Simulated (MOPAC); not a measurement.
MOPAC input (AM1):

```
AM1 PRECISE GNORM=0.05 LET XYZ CHARGE=-1 GEO-OK AUX(PRECISION=9) THREADS=1
C2H9Si2

C    -0.60068100 1    2.07189600 1    0.08495300 1
Si   -0.25790000 1    0.44217500 1   -0.50797100 1
C    -1.76555100 1   -0.72690900 1   -0.52213800 1
Si    1.37112600 1   -0.93836100 1    0.65769200 1
H     0.10082200 1    2.86817100 1   -0.16169900 1
H    -1.02287600 1    2.18519700 1    1.08410300 1
H     0.31723300 1    0.43620800 1   -1.89882500 1
H    -2.55524400 1   -0.31329200 1   -1.15531800 1
H    -1.50745300 1   -1.72847700 1   -0.87915200 1
H    -2.16799900 1   -0.82425900 1    0.49067700 1
H     1.02046800 1   -1.10634300 1    2.11073100 1
H     1.70433600 1   -2.35545100 1    0.23604400 1
H     2.72294800 1   -0.28507300 1    0.70046100 1
```

From the output:

```
                                                       MOPAC v23.2.5 Linux

          FINAL HEAT OF FORMATION =        -13.07367 KCAL/MOL =     -54.70022 KJ/MOL

          COSMO AREA              =        147.49 SQUARE ANGSTROMS
          COSMO VOLUME            =        144.72 CUBIC ANGSTROMS

          GRADIENT NORM           =          0.04896          =       0.01358 PER ATOM
          IONIZATION POTENTIAL    =          2.314254 EV
          HOMO LUMO ENERGIES (EV) =         -2.314  5.205
          NO. OF FILLED LEVELS    =         13
          MOLECULAR WEIGHT        =         89.2641         POINT GROUP:  C1

          MOLECULAR DIMENSIONS (Angstroms)

            Atom       Atom       Distance
            H    13    H     8     5.54432
            H    12    H     5     5.07892
            H    11    H     7     3.54270

          SCF CALCULATIONS        =         65

   ATOM   CHEMICAL          X               Y               Z
  NUMBER   SYMBOL      (ANGSTROMS)     (ANGSTROMS)     (ANGSTROMS)

     1       C         -0.54584244  *   1.96540871  *   0.08158029  *
     2      Si         -0.32044414  *   0.45678505  *  -0.48641802  *
     3       C         -1.77471678  *  -0.66138575  *  -0.51666016  *
     4      Si          1.46546944  *  -0.96888696  *   0.71481866  *
     5       H          0.13239844  *   2.80079803  *  -0.11231146  *
     6       H         -1.32114066  *   2.24186202  *   0.80134373  *
     7       H          0.46170984  *   0.31838197  *  -1.71888773  *
     8       H         -2.58263133  *  -0.21586702  *  -1.14240672  *
     9       H         -1.52965506  *  -1.65894624  *  -0.94386315  *
    10       H         -2.19099904  *  -0.82287585  *   0.50293225  *
    11       H          1.05486290  *  -1.14300816  *   2.11215692  *
    12       H          1.57778237  *  -2.25445025  *   0.01715696  *
    13       H          2.68438036  *  -0.16378603  *   0.58830280  *

                             CARTESIAN COORDINATES

   1    C       -0.545842437     1.965408711     0.081580286
   2   Si       -0.320444137     0.456785053    -0.486418021
   3    C       -1.774716778    -0.661385753    -0.516660161
   4   Si        1.465469445    -0.968886956     0.714818658
   5    H        0.132398438     2.800798033    -0.112311464
   6    H       -1.321140663     2.241862024     0.801343730
   7    H        0.461709842     0.318381966    -1.718887727
   8    H       -2.582631329    -0.215867024    -1.142406719
   9    H       -1.529655062    -1.658946238    -0.943863153
  10    H       -2.190999045    -0.822875849     0.502932250
  11    H        1.054862902    -1.143008158     2.112156917
  12    H        1.577782369    -2.254450248     0.017156963
  13    H        2.684380356    -0.163786033     0.588302800

           Empirical Formula: C2 H9 Si2  =    13 atoms

      MOLECULAR POINT GROUP   :   C1

                  EIGENVALUES
 -24.60525 -21.95282 -10.37431  -9.91617  -9.64941  -9.35189  -8.79959  -7.35835
  -7.23759  -6.90519  -6.43831  -4.66518  -2.31425   5.20526   6.63634   6.86629
   6.91222   6.92103   7.73103   8.24218   8.43829   8.65238   9.12522  10.05138
  10.49763

              NET ATOMIC CHARGES AND DIPOLE CONTRIBUTIONS

  ATOM NO.   TYPE          CHARGE      No. of ELECS.   s-Pop       p-Pop
    1          C          -0.868685        4.8687     1.30225     3.56644
    2         Si           1.085126        2.9149     0.75311     2.16176
    3          C          -0.509128        4.5091     1.26873     3.24039
    4         Si          -0.352664        4.3527     0.93640     3.41626
    5          H           0.070194        0.9298     0.92981
    6          H           0.065270        0.9347     0.93473
    7          H          -0.260873        1.2609     1.26087
    8          H           0.048619        0.9514     0.95138
    9          H           0.062490        0.9375     0.93751
   10          H           0.064551        0.9354     0.93545
   11          H          -0.134820        1.1348     1.13482
   12          H          -0.140463        1.1405     1.14046
   13          H          -0.129618        1.1296     1.12962
 DIPOLE           X         Y         Z       TOTAL
 POINT-CHG.    -3.506     0.267    -2.526     4.329
 HYBRID         0.738    -0.813     1.224     1.645
 SUM           -2.768    -0.546    -1.302     3.107

          ATOMIC ORBITAL ELECTRON POPULATIONS

     Atom    s        px        py        pz
    1  C   1.30225   1.15276   1.12723   1.28646
    2 Si   0.75311   0.71305   0.65978   0.78893
    3  C   1.26873   1.14022   1.08806   1.01212
    4 Si   0.93640   1.30116   1.07352   1.04158
    5  H   0.92981
    6  H   0.93473
    7  H   1.26087
    8  H   0.95138
    9  H   0.93751
   10  H   0.93545
   11  H   1.13482
   12  H   1.14046
   13  H   1.12962

 **********************
 *                    *
 * JOB ENDED NORMALLY *
 *                    *
 **********************

 == MOPAC DONE ==
```

The dipole moment of an ion depends on the origin.

The geometry given is a B3LYP-D3(BJ)/def2-TZVP minimum.
